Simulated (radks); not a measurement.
Numerical settings for the technetium ion Tc39+, [He] 2s2. Method: scalar-relativistic Kohn-Sham, r2SCAN, spin-polarised, spherical densities, finite nucleus; meta-GGA in the generalised Kohn-Sham scheme; Fermi nuclear charge, rms radius 4.4112 fm; computed with a radial shooting solver on a logarithmic mesh with Libxc functionals. The defaults (mesh step 0.008 in ln r, mesh end at 40 bohr or more with all orbitals vanishing there, Anderson mixing 0.5 over 9 steps, residual threshold near 1e-9 with the energy settled to 1e-9 hartree or 1e-11 of itself, here a cap of 93 iterations) give E = -2304.645 hartree and 2s at -5778.8 eV in 8 iterations. Run on one thread of a shared host, so times are rough (Intel(R) Xeon(R) 6975P-C): 0.03 s of CPU time, 0.03 s wall, 8 iterations on 2189 mesh points. Changes against that run (0 stands for a change within the tolerance of the run):

| setting | iterations | converged | E (mhartree) | e(2s) (meV) | CPU (s) |
|---|---|---|---|---|---|
| mesh step in ln r 0.2 | 93 | no | diverged | - | 0.08 |
| mesh step in ln r 0.12 | 93 | no | -6.86e+06 | -1.9e+07 | 0.09 |
| mesh step in ln r 0.005 | 10 | yes | 0 | +0.00836 | 0.06 |
| mesh end (bohr) 400 | 8 | yes | 0 | +0.00331 | 0.04 |
| mesh end (bohr) 20 | 8 | yes | 0 | 0 | 0.03 |
| residual threshold 1e-05 | 8 | yes | 0 | 0 | 0.03 |
| residual threshold 0.1 | 8 | yes | 0 | 0 | 0.04 |
| mixing 1 | 9 | yes | 0 | +0.024 | 0.06 |
| linear mixing, mixing 1 | 93 | no | +0.0138 | +0.0517 | 0.29 |
| linear mixing, mixing 0.5 | 25 | yes | 0 | -0.0165 | 0.09 |
| mixing history 20 | 8 | yes | 0 | 0 | 0.04 |
| iteration cap 8 | 8 | yes | 0 | 0 | 0.03 |

No run marked as converged misses the energy by more than 1 mhartree. A mesh that ends early acts as a hard wall.
